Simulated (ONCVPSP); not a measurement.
**chlorine, ONCV: configuration errors across variants**

| Property | Result |
| --- | --- |
| Element | Cl |
| Generator | ONCVPSP 4.0.1 |
| Type | optimised norm-conserving Vanderbilt (ONCV) |
| Functional | BLYP |
| Relativity | scalar-relativistic |
| Frozen core | [Ne] |
| Valence charge | 7 |
| Reference configuration | 3s2 3p4.75 (charge +0.25) |
| Partial waves | 3s: rc 1.20 bohr, ncon 4, nbas 8, qcut 4.3 1/bohr, 3 projectors, debl 1 Ha; 3p: rc 1.05 bohr, ncon 4, nbas 7, qcut 6.7 1/bohr, 2 projectors, debl 3.6 Ha |
| Local potential | polynomial inside 1.05 bohr (lpopt 5, dvloc0 6 Ha) |
| Core correction | none |

All-electron excitation energies from the reference (eV): (1) 3s2 3p5 -2.431; (2) 3s2 3p4 11.300; (3) 3s2 3p3 36.597; (4) 3s2 3p2 74.769.

A true bound ghost makes a file unfit for plane-wave use even where its test errors are small: the radial tests pick states by their node count and pass the ghost by.

Errors AE − PS in meV (a dash: test not solved or not reliable):

| change | (1) | (2) | (3) | (4) | bound ghosts | GHOST(+) flags above zero |
| --- | --- | --- | --- | --- | --- | --- |
| base | +0.2 | +0.7 | +12 | +57 | s, p | s |
| s: qcut 2.7 | +0.2 | +0.9 | +14 | +63 | s, p | s |
| s: qcut 2.9 | +0.2 | +0.9 | +13 | +63 | s, p | s |
| s: qcut 3.5 | +0.2 | +0.8 | +13 | +61 | s, p | s |
| s: qcut 3.9 | +0.2 | +0.8 | +12 | +59 | s, p | s |
| s: qcut 4.7 | +0.2 | +0.7 | +12 | +56 | s, p | s |
| s: qcut 5.1 | +0.2 | +0.7 | +12 | +56 | s, p | s |
| s: qcut 5.5 | +0.2 | +0.7 | +12 | +56 | s, p | s |
| s: qcut 6 | +0.2 | +0.7 | +12 | +56 | s, p | s |

**Question.** Give the same row for: s: qcut 6.4.

**Answer.** +0.2, +0.7, +12, +56; bound ghosts: s, p; GHOST(+) flags above zero: s.
